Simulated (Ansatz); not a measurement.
Pd₃H₄⁻. Charge -1, multiplicity 2. Geometry PBE-D4/def2-TZVPD, basis def2-TZVPD, Ansatz.

```xyz
7

Pd    1.081   -0.443    0.714
Pd   -1.013    0.907    0.195
Pd   -0.940   -1.692   -0.616
H     2.437    0.306    1.142
H    -1.329   -0.132   -1.122
H    -0.966    2.511    0.300
H     0.730   -1.457   -0.613
```

```json
{"run": "A", "HOMO (eV)": "-0.52", "LUMO (eV)": "0.44"}
{"run": "B", "HOMO (eV)": "-3.15", "LUMO (eV)": "2.97"}
{"run": "C", "HOMO (eV)": "-1.23", "LUMO (eV)": "1.19"}
{"run": "D", "HOMO (eV)": "-1.40", "LUMO (eV)": "1.33"}
{"run": "E", "HOMO (eV)": "-0.35", "LUMO (eV)": "0.23"}
```

In the def2 sets Pd takes a core potential; there is no spin–orbit coupling. Another isomer (doublet) lies 0.38 eV lower at PBE0-D4/def2-TZVPD; other spin states weren't run for this one.

HOMO and LUMO are taken over both spins.

Question: The runs used PBE, PBE0, r2SCAN, r2SCAN0, ωB97X-V. Estimate which is which.

Answer: A r2SCAN (0 % exact exchange); B ωB97X-V (range-separated); C PBE0 (25 % exact exchange); D r2SCAN0 (25 % exact exchange); E PBE (0 % exact exchange). Exact exchange lowers occupied and raises empty levels; among semilocal functionals meta-GGAs tend to open the gap a little, and such runs are hard to tell apart. The gap grows from 0.57 eV (PBE) to 6.12 eV (ωB97X-V).
